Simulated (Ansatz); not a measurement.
Relaxation of the cluster Sr5S5⁻ with UKS PBE-D4/def2-SVP.

```sh
$ ansatz run in.yaml --threads 4 --pin off --events-out ev --progress --plain --max-ram 6963MiB
```

```yaml
crystal:
  periodic: [false, false, false]
  atoms:
    - {symbol: Sr, position_ang: [-5.177000, -0.667200, 0.302200]}
    - {symbol: Sr, position_ang: [3.752600, -2.916200, -0.588800]}
    - {symbol: Sr, position_ang: [-1.747900, 4.667000, -0.143800]}
    - {symbol: Sr, position_ang: [3.667600, 2.979000, -0.020500]}
    - {symbol: Sr, position_ang: [-1.925200, -3.933900, -0.499700]}
    - {symbol: S, position_ang: [4.952300, 0.000000, 0.000000]}
    - {symbol: S, position_ang: [1.190600, -4.785600, -0.593300]}
    - {symbol: S, position_ang: [-4.847700, -3.638400, -0.025100]}
    - {symbol: S, position_ang: [1.252300, 4.831900, -0.134200]}
    - {symbol: S, position_ang: [-4.015400, 2.386800, 0.170500]}
basis:
  gaussian: {orbitals: def2-SVP}
total_charge: -1
magnetization: {spin_polarized: true, initial_magnetization: 1}
hamiltonian: {xc: pbe, dispersion: d4}
scf: {lower_state_search: "off"}
output: {orbitals: {seedname: orbitals}}
relax: {f_tol: 0.03, max_steps: 70}
```

Run time 11 min (4 threads of Intel Xeon on a shared host).

Positions (Å) and forces (eV/Å) at steps 1, 2, 3, 4, 5, 6, 7, 8, 9, 10, 11, 12, 13, 14, 15, 16, 17, 18, 19, 20, 22, 23, 24, 25, 26, 27, 28, 29 of 51:

```xyz
10
step=1 energy=-58325.6349 eV
Sr   -5.177   -0.667    0.302    0.791    0.229   -0.224
Sr    3.753   -2.916   -0.589   -0.902    0.641    0.340
Sr   -1.748    4.667   -0.144    0.350   -1.292    0.187
Sr    3.668    2.979   -0.021   -0.723   -0.677   -0.053
Sr   -1.925   -3.934   -0.500    0.297   -0.177    0.181
S     4.952    0.000    0.000   -1.075   -0.019   -0.318
S     1.191   -4.786   -0.593   -0.126    1.251    0.012
S    -4.848   -3.638   -0.025    1.096    1.160   -0.061
S     1.252    4.832   -0.134   -0.155   -0.806    0.034
S    -4.015    2.387    0.171    0.447   -0.311   -0.096
10
step=2 energy=-58327.0720 eV
Sr   -5.065   -0.621    0.274    0.740    0.390   -0.183
Sr    3.630   -2.821   -0.547   -0.806    0.618    0.269
Sr   -1.695    4.490   -0.120    0.154   -1.177    0.154
Sr    3.561    2.884   -0.029   -0.570   -0.700   -0.054
Sr   -1.875   -3.936   -0.478    0.443   -0.061    0.124
S     4.811    0.001   -0.038   -1.042   -0.005   -0.258
S     1.169   -4.632   -0.590   -0.134    1.101    0.042
S    -4.708   -3.502   -0.033    0.859    0.891   -0.045
S     1.231    4.719   -0.130   -0.127   -0.746    0.035
S    -3.955    2.341    0.158    0.483   -0.309   -0.085
10
step=3 energy=-58328.4574 eV
Sr   -4.938   -0.540    0.246    0.646    0.370   -0.143
Sr    3.496   -2.713   -0.509   -0.617    0.543    0.185
Sr   -1.679    4.297   -0.098    0.135   -0.963    0.112
Sr    3.470    2.761   -0.039   -0.492   -0.596   -0.051
Sr   -1.789   -3.926   -0.461    0.353    0.060    0.096
S     4.633   -0.001   -0.076   -0.854    0.036   -0.177
S     1.148   -4.458   -0.579   -0.171    0.813    0.052
S    -4.576   -3.372   -0.040    0.724    0.678   -0.040
S     1.206    4.587   -0.123   -0.136   -0.661    0.032
S    -3.869    2.287    0.145    0.412   -0.280   -0.064
10
step=4 energy=-58329.5117 eV
Sr   -4.798   -0.456    0.219    0.447    0.166   -0.094
Sr    3.371   -2.598   -0.478   -0.432    0.344    0.101
Sr   -1.657    4.099   -0.078    0.239   -0.589    0.057
Sr    3.366    2.635   -0.050   -0.424   -0.304   -0.036
Sr   -1.711   -3.891   -0.444    0.166    0.128    0.065
S     4.458    0.011   -0.105   -0.503   -0.005   -0.096
S     1.109   -4.304   -0.564   -0.081    0.482    0.040
S    -4.432   -3.242   -0.048    0.505    0.476   -0.026
S     1.173    4.443   -0.116   -0.145   -0.491    0.025
S    -3.777    2.227    0.133    0.227   -0.207   -0.034
10
step=5 energy=-58330.0366 eV
Sr   -4.653   -0.402    0.194    0.130   -0.020   -0.024
Sr    3.241   -2.495   -0.457   -0.204    0.130    0.034
Sr   -1.593    3.916   -0.066    0.072   -0.242    0.014
Sr    3.228    2.536   -0.061   -0.163   -0.124   -0.009
Sr   -1.650   -3.816   -0.429    0.035    0.111    0.022
S     4.311    0.017   -0.125   -0.087   -0.035   -0.029
S     1.076   -4.181   -0.549    0.029    0.093    0.008
S    -4.288   -3.112   -0.055    0.164    0.117   -0.011
S     1.126    4.295   -0.110   -0.036   -0.073    0.005
S    -3.697    2.165    0.123    0.059    0.042   -0.010
10
step=6 energy=-58330.1393 eV
Sr   -4.575   -0.391    0.191    0.062    0.016   -0.001
Sr    3.113   -2.417   -0.444   -0.076    0.048    0.003
Sr   -1.544    3.778   -0.069    0.038   -0.103   -0.010
Sr    3.109    2.439   -0.064   -0.084   -0.078   -0.001
Sr   -1.582   -3.690   -0.425    0.074    0.104   -0.008
S     4.294   -0.002   -0.128    0.133    0.078    0.007
S     1.089   -4.195   -0.549    0.012   -0.177   -0.012
S    -4.202   -3.065   -0.057   -0.096   -0.039    0.009
S     1.116    4.283   -0.111    0.068    0.104    0.001
S    -3.716    2.185    0.124   -0.132    0.048    0.012
10
step=7 energy=-58330.3065 eV
Sr   -4.471   -0.390    0.185    0.085    0.136    0.002
Sr    2.960   -2.319   -0.428   -0.128    0.083    0.015
Sr   -1.471    3.597   -0.079    0.042   -0.193   -0.011
Sr    2.965    2.326   -0.067   -0.085   -0.113   -0.004
Sr   -1.507   -3.520   -0.422    0.202    0.056   -0.007
S     4.383   -0.001   -0.133    0.023    0.006   -0.012
S     1.119   -4.322   -0.557   -0.057   -0.018    0.004
S    -4.186   -3.075   -0.058    0.013   -0.025   -0.007
S     1.147    4.362   -0.110   -0.017    0.023    0.010
S    -3.837    2.265    0.135   -0.077    0.045    0.009
10
step=8 energy=-58330.4020 eV
Sr   -4.387   -0.350    0.185    0.006    0.152    0.014
Sr    2.834   -2.235   -0.416   -0.030    0.056    0.016
Sr   -1.422    3.409   -0.096   -0.013   -0.159   -0.004
Sr    2.865    2.235   -0.070   -0.043   -0.016    0.001
Sr   -1.425   -3.418   -0.421    0.087   -0.025   -0.004
S     4.425   -0.006   -0.142   -0.083   -0.050   -0.022
S     1.144   -4.388   -0.557   -0.052    0.103    0.013
S    -4.134   -3.045   -0.065    0.140    0.030   -0.019
S     1.146    4.376   -0.099   -0.073   -0.114    0.010
S    -3.944    2.347    0.148    0.061    0.023   -0.006
10
step=9 energy=-58330.4536 eV
Sr   -4.409   -0.269    0.211   -0.022    0.053    0.012
Sr    2.805   -2.204   -0.408    0.028    0.026    0.008
Sr   -1.408    3.217   -0.124   -0.047   -0.100   -0.002
Sr    2.837    2.193   -0.063   -0.011    0.037    0.006
Sr   -1.358   -3.390   -0.439   -0.019    0.016   -0.001
S     4.438   -0.014   -0.156   -0.053   -0.047   -0.015
S     1.179   -4.404   -0.553   -0.015    0.075    0.009
S    -4.049   -2.952   -0.072    0.093    0.048   -0.010
S     1.103    4.318   -0.087   -0.070   -0.111    0.006
S    -4.035    2.429    0.157    0.117    0.004   -0.013
10
step=10 energy=-58330.4891 eV
Sr   -4.471   -0.229    0.243   -0.068   -0.005    0.018
Sr    2.833   -2.192   -0.404    0.013   -0.015    0.000
Sr   -1.396    3.025   -0.161   -0.052   -0.077   -0.008
Sr    2.865    2.190   -0.048    0.004    0.051    0.010
Sr   -1.336   -3.300   -0.456    0.005    0.043   -0.010
S     4.461   -0.015   -0.168    0.019    0.004   -0.005
S     1.176   -4.357   -0.545    0.004    0.011    0.002
S    -4.014   -2.888   -0.075   -0.003    0.034    0.002
S     1.053    4.236   -0.078   -0.020   -0.058    0.003
S    -4.068    2.454    0.158    0.098    0.012   -0.013
10
step=11 energy=-58330.5285 eV
Sr   -4.623   -0.212    0.290   -0.029   -0.042   -0.003
Sr    2.871   -2.188   -0.401   -0.011   -0.015   -0.004
Sr   -1.366    2.837   -0.206   -0.037   -0.074   -0.003
Sr    2.927    2.217   -0.026    0.006    0.030    0.006
Sr   -1.317   -3.182   -0.476    0.034    0.072   -0.010
S     4.491   -0.009   -0.179    0.041    0.037    0.003
S     1.165   -4.313   -0.540   -0.004    0.003    0.000
S    -3.997   -2.836   -0.075   -0.066    0.102    0.021
S     1.018    4.169   -0.073   -0.015   -0.059   -0.002
S    -4.067    2.441    0.154    0.081   -0.056   -0.010
10
step=12 energy=-58330.5741 eV
Sr   -4.760   -0.218    0.321    0.002   -0.021   -0.017
Sr    2.885   -2.161   -0.402   -0.017   -0.022   -0.007
Sr   -1.327    2.646   -0.240   -0.008   -0.060    0.001
Sr    2.985    2.234   -0.009    0.006    0.041    0.005
Sr   -1.301   -3.014   -0.486    0.036    0.051   -0.003
S     4.534   -0.001   -0.183    0.034    0.045    0.006
S     1.137   -4.251   -0.537   -0.033    0.033   -0.001
S    -4.000   -2.800   -0.069   -0.055    0.134    0.025
S     0.988    4.094   -0.076   -0.003   -0.082   -0.006
S    -4.038    2.394    0.147    0.037   -0.120   -0.003
10
step=13 energy=-58330.6191 eV
Sr   -4.894   -0.226    0.341    0.031    0.020   -0.023
Sr    2.897   -2.129   -0.408   -0.028   -0.012   -0.008
Sr   -1.291    2.453   -0.261    0.019   -0.045    0.006
Sr    3.062    2.265    0.007   -0.022    0.062    0.001
Sr   -1.294   -2.850   -0.487    0.005    0.023    0.008
S     4.579    0.012   -0.180    0.017    0.035    0.007
S     1.100   -4.179   -0.538   -0.040    0.060   -0.001
S    -4.009   -2.754   -0.059   -0.011    0.108    0.015
S     0.959    4.003   -0.086    0.027   -0.108   -0.007
S    -4.007    2.329    0.139    0.000   -0.142    0.001
10
step=14 energy=-58330.6557 eV
Sr   -4.999   -0.233    0.347    0.024    0.048   -0.017
Sr    2.885   -2.074   -0.421   -0.038    0.005   -0.009
Sr   -1.249    2.259   -0.266    0.014   -0.013    0.013
Sr    3.154    2.314    0.021   -0.046    0.081   -0.003
Sr   -1.307   -2.718   -0.478   -0.024   -0.007    0.011
S     4.620    0.030   -0.171   -0.002    0.029    0.007
S     1.059   -4.095   -0.542   -0.022    0.049   -0.001
S    -4.029   -2.714   -0.047    0.016    0.045    0.005
S     0.939    3.901   -0.103    0.065   -0.125   -0.004
S    -3.971    2.255    0.128    0.012   -0.112   -0.002
10
step=15 energy=-58330.6869 eV
Sr   -5.098   -0.241    0.340    0.056    0.057   -0.021
Sr    2.816   -1.967   -0.443   -0.049    0.044   -0.007
Sr   -1.190    2.075   -0.257    0.004    0.001    0.015
Sr    3.296    2.409    0.036   -0.080    0.061   -0.014
Sr   -1.351   -2.660   -0.463   -0.031   -0.019    0.006
S     4.648    0.060   -0.157   -0.030    0.058    0.010
S     1.023   -4.014   -0.547    0.000    0.003   -0.001
S    -4.071   -2.691   -0.031   -0.017   -0.003    0.007
S     0.947    3.783   -0.122    0.135   -0.119    0.005
S    -3.917    2.168    0.111    0.012   -0.084    0.000
10
step=16 energy=-58330.7208 eV
Sr   -5.096   -0.249    0.315   -0.021    0.013   -0.002
Sr    2.688   -1.823   -0.461   -0.037    0.047   -0.001
Sr   -1.128    1.960   -0.241    0.009    0.018    0.009
Sr    3.405    2.495    0.040    0.000    0.043   -0.004
Sr   -1.413   -2.677   -0.450   -0.011   -0.056    0.000
S     4.645    0.096   -0.143   -0.058    0.012    0.001
S     1.000   -3.964   -0.548    0.008    0.025    0.000
S    -4.133   -2.727   -0.012   -0.008   -0.021    0.002
S     0.988    3.696   -0.130    0.076   -0.056    0.002
S    -3.853    2.117    0.097    0.043   -0.024   -0.008
10
step=17 energy=-58330.7494 eV
Sr   -5.161   -0.261    0.308    0.148    0.004   -0.035
Sr    2.548   -1.688   -0.473   -0.050    0.058    0.004
Sr   -1.056    1.924   -0.230    0.005   -0.080    0.001
Sr    3.551    2.616    0.050   -0.023   -0.073   -0.018
Sr   -1.476   -2.789   -0.448   -0.002    0.022    0.004
S     4.601    0.130   -0.134   -0.040    0.073    0.007
S     1.005   -3.942   -0.551   -0.001    0.025    0.001
S    -4.196   -2.748    0.003   -0.075    0.009    0.016
S     1.069    3.645   -0.135    0.094    0.010    0.009
S    -3.783    2.037    0.078   -0.056   -0.048    0.010
10
step=18 energy=-58330.7698 eV
Sr   -5.075   -0.282    0.279   -0.039    0.002    0.005
Sr    2.414   -1.550   -0.471    0.007   -0.015    0.004
Sr   -0.994    1.845   -0.219   -0.014    0.057    0.010
Sr    3.597    2.639    0.043    0.028    0.011    0.000
Sr   -1.529   -2.805   -0.437    0.007   -0.050    0.002
S     4.580    0.141   -0.130   -0.054    0.000   -0.005
S     0.987   -3.887   -0.548   -0.020    0.080    0.002
S    -4.256   -2.822    0.014    0.024   -0.006   -0.005
S     1.102    3.619   -0.132    0.002   -0.053   -0.003
S    -3.725    2.026    0.068    0.058   -0.026   -0.010
10
step=19 energy=-58330.7771 eV
Sr   -5.127   -0.315    0.277   -0.015    0.009    0.003
Sr    2.390   -1.429   -0.466   -0.078   -0.072   -0.001
Sr   -0.993    1.824   -0.204   -0.015    0.006   -0.001
Sr    3.693    2.650    0.042    0.031    0.031    0.005
Sr   -1.592   -2.804   -0.440    0.087   -0.006    0.001
S     4.633    0.145   -0.115    0.003    0.008   -0.001
S     0.970   -3.769   -0.555   -0.015    0.056    0.000
S    -4.311   -2.857    0.034   -0.013   -0.015   -0.002
S     1.165    3.519   -0.154    0.004   -0.013   -0.001
S    -3.724    1.959    0.050    0.012   -0.004   -0.002
10
step=20 energy=-58330.7742 eV rejected
Sr   -5.160   -0.338    0.270    0.025    0.021   -0.003
Sr    2.295   -1.343   -0.465    0.044    0.011    0.010
Sr   -0.970    1.775   -0.198   -0.031    0.028    0.001
Sr    3.805    2.718    0.049   -0.129   -0.141   -0.026
Sr   -1.610   -2.782   -0.428    0.045   -0.014    0.001
S     4.603    0.158   -0.111   -0.020    0.091    0.004
S     0.954   -3.728   -0.563   -0.008    0.054   -0.001
S    -4.331   -2.876    0.042   -0.031   -0.006    0.001
S     1.218    3.434   -0.166    0.131   -0.023    0.010
S    -3.701    1.904    0.036   -0.026   -0.020    0.004
10
step=22 energy=-58330.7845 eV
Sr   -5.163   -0.341    0.269    0.001   -0.011   -0.004
Sr    2.316   -1.311   -0.434    0.030    0.044    0.001
Sr   -1.037    1.806   -0.213    0.007    0.008    0.007
Sr    3.807    2.665    0.037   -0.016   -0.007   -0.003
Sr   -1.594   -2.779   -0.400   -0.019    0.002   -0.001
S     4.663    0.139   -0.126   -0.014   -0.004   -0.001
S     0.976   -3.684   -0.576    0.006   -0.007    0.001
S    -4.329   -2.878    0.022    0.006    0.004    0.001
S     1.228    3.370   -0.162    0.005   -0.048   -0.004
S    -3.764    1.938    0.049   -0.007    0.019    0.001
10
step=23 energy=-58330.7977 eV
Sr   -5.197   -0.360    0.263    0.009   -0.020   -0.006
Sr    2.280   -1.203   -0.417    0.075    0.115    0.005
Sr   -1.081    1.781   -0.210    0.019    0.026    0.009
Sr    3.891    2.664    0.033   -0.055   -0.018   -0.008
Sr   -1.605   -2.757   -0.381   -0.038   -0.001    0.000
S     4.709    0.132   -0.127   -0.034   -0.007    0.000
S     0.984   -3.595   -0.587    0.006   -0.019    0.001
S    -4.346   -2.891    0.021    0.013    0.010    0.001
S     1.272    3.228   -0.176    0.021   -0.125   -0.004
S    -3.805    1.925    0.046   -0.016    0.038    0.004
10
step=24 energy=-58330.8418 eV
Sr   -5.226   -0.374    0.257    0.009   -0.026   -0.006
Sr    2.251   -1.072   -0.400    0.106    0.201    0.008
Sr   -1.145    1.748   -0.207    0.023    0.051    0.009
Sr    3.972    2.652    0.029   -0.078   -0.022   -0.012
Sr   -1.613   -2.736   -0.364   -0.034   -0.014   -0.001
S     4.770    0.121   -0.126   -0.059    0.002    0.001
S     1.002   -3.486   -0.597   -0.008   -0.008    0.003
S    -4.359   -2.900    0.020    0.021    0.009    0.000
S     1.314    3.039   -0.194    0.038   -0.256   -0.007
S    -3.864    1.932    0.047   -0.017    0.061    0.006
10
step=25 energy=-58330.9237 eV
Sr   -5.232   -0.377    0.251    0.001   -0.024   -0.004
Sr    2.233   -0.958   -0.392    0.092    0.273    0.009
Sr   -1.206    1.723   -0.205    0.000    0.049    0.006
Sr    4.025    2.642    0.027   -0.056   -0.029   -0.010
Sr   -1.615   -2.731   -0.354   -0.022   -0.023   -0.002
S     4.812    0.116   -0.124   -0.041    0.025    0.004
S     1.022   -3.395   -0.598   -0.025    0.016    0.004
S    -4.364   -2.904    0.019    0.024    0.000   -0.001
S     1.343    2.847   -0.209    0.042   -0.367   -0.012
S    -3.917    1.960    0.053   -0.015    0.080    0.007
10
step=26 energy=-58331.0385 eV
Sr   -5.231   -0.377    0.247   -0.001   -0.023   -0.003
Sr    2.216   -0.850   -0.388    0.074    0.314    0.008
Sr   -1.257    1.705   -0.205   -0.026    0.036    0.003
Sr    4.063    2.637    0.027   -0.023   -0.038   -0.008
Sr   -1.616   -2.732   -0.349   -0.012   -0.027   -0.003
S     4.843    0.117   -0.121   -0.007    0.053    0.008
S     1.040   -3.313   -0.597   -0.044    0.046    0.006
S    -4.367   -2.906    0.018    0.021   -0.007   -0.002
S     1.370    2.653   -0.223    0.036   -0.447   -0.018
S    -3.959    1.989    0.059   -0.017    0.093    0.009
10
step=27 energy=-58331.1683 eV
Sr   -5.266   -0.387    0.246    0.011   -0.048   -0.006
Sr    2.197   -0.711   -0.377    0.154    0.233    0.000
Sr   -1.298    1.662   -0.208   -0.026    0.073    0.004
Sr    4.113    2.619    0.024   -0.050   -0.071   -0.014
Sr   -1.625   -2.700   -0.336    0.022   -0.057   -0.007
S     4.898    0.104   -0.120   -0.051    0.146    0.013
S     1.053   -3.191   -0.602   -0.132    0.048    0.009
S    -4.377   -2.907    0.019    0.015    0.001    0.000
S     1.401    2.456   -0.236    0.058   -0.438   -0.006
S    -3.994    1.980    0.056   -0.002    0.114    0.007
10
step=28 energy=-58331.2578 eV
Sr   -5.252   -0.387    0.241    0.044    0.031   -0.009
Sr    2.234   -0.661   -0.383    0.062   -0.076   -0.019
Sr   -1.333    1.676   -0.207   -0.029    0.000   -0.002
Sr    4.119    2.631    0.023   -0.070    0.067    0.001
Sr   -1.639   -2.717   -0.335   -0.043   -0.010   -0.001
S     4.924    0.149   -0.113    0.114    0.027    0.010
S     1.029   -3.133   -0.602    0.011    0.075    0.001
S    -4.385   -2.913    0.021   -0.033   -0.024    0.005
S     1.422    2.258   -0.241   -0.006   -0.155   -0.001
S    -4.018    2.019    0.061   -0.050    0.066    0.015
10
step=29 energy=-58331.3111 eV
Sr   -5.209   -0.353    0.233   -0.027   -0.010    0.002
Sr    2.375   -0.717   -0.400    0.090   -0.060   -0.002
Sr   -1.407    1.642   -0.207    0.043   -0.002   -0.004
Sr    4.077    2.673    0.028   -0.150   -0.168   -0.018
Sr   -1.676   -2.717   -0.338   -0.045   -0.045    0.002
S     5.048    0.230   -0.102   -0.033    0.161    0.004
S     1.008   -3.090   -0.607   -0.032    0.027    0.003
S    -4.427   -2.918    0.028    0.046   -0.011   -0.007
S     1.394    2.066   -0.244    0.056    0.029    0.018
S    -4.079    2.107    0.077    0.051    0.078    0.004
```

In the def2 sets Sr takes a core potential; there is no spin–orbit coupling. The gap within one spin of the charge -1 doublet nearly closes, so an electron or hole may be smeared out by delocalisation error. Another isomer (doublet) lies 2.43 eV lower at PBE0-D4/def2-TZVPD; other spin states weren't run for this one.
